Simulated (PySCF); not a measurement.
**Working out the ionisation energy of As²⁺**

As²⁺ [Ar] 3d10 4s2 4p1 (2P) → As³⁺ [Ar] 3d10 4s2 (1S). Calculation: PySCF 2.14, in pcseg-2 (6s5p3d1f, 43 functions); no relativity, point nucleus. Frozen: [Ar] 3d10. Energies in hartree (1 hartree = 27.21139 eV):

| part | As²⁺ (lower) | As³⁺ (upper) |
| --- | --- | --- |
| UHF | -2233.200698 | -2232.192573 |
| CCSD correlation | -0.054527 | -0.042543 |
| (T) | -0.000737 | 0.000000 |

Question: What does Hartree-Fock give?

Answer: (-2232.192573) − (-2233.200698) = 1.008125 hartree = 27.432 eV.

Question: What do CCSD and CCSD(T) give?

Answer: The CCSD correlation energies differ by 0.011984 hartree = 0.326 eV and the triples by 0.000737 hartree = 0.020 eV, so CCSD gives 27.758 eV and CCSD(T) 27.778 eV.

Reference: 28.349 ± 0.012 eV (measured; NIST Atomic Spectra Database, ionization energies), between the lowest levels; spin-orbit coupling is absent from the calculation.

The calculation is non-relativistic.

What remains against the reference includes basis incompleteness, the frozen core and higher excitations.
